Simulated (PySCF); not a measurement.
`C#CC[S@+](C)[B@@H-](C)Cl`, C5H10BClS

Geometry (Å), atoms numbered from 1 in this order:
```xyz
18

C     3.577    0.341    0.215
C     2.407    0.579    0.124
C     0.995    0.819    0.021
S     0.026   -0.495    0.872
C     0.579   -1.919   -0.105
B    -1.828   -0.170    0.046
C    -2.350    1.225    0.646
Cl   -1.542   -0.114   -1.766
H     4.608    0.162    0.286
H     0.659    0.832   -1.020
H     0.724    1.752    0.516
H     0.247   -1.786   -1.132
H     0.124   -2.803    0.330
H     1.661   -1.979   -0.043
H    -2.408   -1.151    0.361
H    -1.812    2.090    0.260
H    -3.400    1.376    0.398
H    -2.277    1.246    1.732
```

Theory: PySCF, TDDFT PBE0/def2-SVPD circular dichroism and optical rotation, one conformer, gas phase. Geometry: GFN2-xTB.

The molecule is flexible and this is one conformer; a measurement averages over conformers.

Stereocentres: S4 S, B6 R.

Problem. What is the specific rotation at 633, 589.3, 546, 436, 405, 365, 355 nm?

Solution. [α] in deg dm⁻¹ (g/mL)⁻¹:
```tsv
λ (nm)	origin-invariant length gauge	modified velocity gauge	length gauge (centre of mass)	isotropic polarisability (au)
633	-362.9	-367.0	-366.4	113.4
589.3	-426.1	-430.9	-430.2	113.8
546	-507.2	-513.1	-512.1	114.4
436	-870.4	-881.0	-878.9	117.0
405	-1051.0	-1064.1	-1061.3	118.1
365	-1389.9	-1408.0	-1403.7	120.2
355	-1502.5	-1522.3	-1517.5	120.8
```

Problem. And for the mirror image at 589.3 nm?

Solution. +426.1 deg dm⁻¹ (g/mL)⁻¹ (origin-invariant length gauge): the same size and the opposite sign.

Problem. What is the molar rotation [Φ] = [α]·M/100 of the geometry above at 589.3 nm?

Solution. With M = 148.46 g/mol, -632.5 deg cm² dmol⁻¹ (origin-invariant length gauge).

The first excitation lies at 5.90 eV (210 nm) with R = +6.4 × 10⁻⁴⁰ esu² cm² (velocity form).
